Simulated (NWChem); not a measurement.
Species: CHFO3Si; SMILES O=C1O[SiH](F)O1

```xyz
7

O     -0.3766     2.3882     0.0000
C     -0.0997     1.2322     0.0000
O      0.1081     0.3935     1.1018
Si     0.4311    -0.8742     0.0000
F     -0.6636    -2.0592     0.0000
O      0.1081     0.3935    -1.1018
H      1.7822    -1.4735     0.0000
```
Atoms are numbered in this order, from 1.

Program: NWChem. Geometry optimised at PBE-D3(BJ)/def2-SVP; all other runs use it. Pople sets run with spherical d functions. Vzz has the sign of the potential's second derivative.

```
quantity                                            level       value
------------------------------------  -------------------  ----------
dipole (D)                               BHandHLYP/6-31G*        4.05
dipole in solution (D) in chloroform    B3LYP/6-31G*, SMD        4.43
Vzz O6 (a.u.)                             B3LYP/def2-TZVP  (withheld)
charge (e), ESP C2                         B3LYP/def2-SVP  (withheld)
highest harmonic frequency (cm⁻¹)     PBE-D3(BJ)/def2-SVP        2309
```

Question: What belongs in the gaps?

Answer: 
- Vzz O6 (a.u.), value: 1.301
- charge (e), ESP C2, value: 0.86
